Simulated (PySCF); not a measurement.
AsH5, SMILES [AsH5].

Coordinates come from a PBE0-D3(BJ)/def2-TZVP optimisation.

The numbers are results of PBE0-D3(BJ)/def2-TZVP in PySCF 2.14.0, not measurements.

Frequencies are harmonic and unscaled.

Modes within 1.5 cm⁻¹ of each other (mostly degenerate sets) share a row, with their intensities summed.

| mode | ν (cm⁻¹) | IR (km/mol) | Raman (Å⁴/amu) | depolarisation | moving atoms (share of kinetic energy) |
|---|---|---|---|---|---|
| 1–2 | 487 | 24.3 | 68.6 | 0.75 | H 99 % |
| 3 | 1030 | 284.4 | 0.0 | – | H 95 % |
| 4–5 | 1044 | 343.8 | 1.3 | 0.75 | H 96 % |
| 6–7 | 1284 | 0.0 | 95.9 | 0.75 | H 100 % |
| 8 | 1700 | 0.0 | 517.9 | 0.67 | H 100 % |
| 9 | 1757 | 896.5 | 0.0 | – | H 98 % |
| 10–11 | 2130 | 230.5 | 219.9 | 0.75 | H 98 % |
| 12 | 2147 | 0.0 | 391.3 | 0.01 | H 100 % |
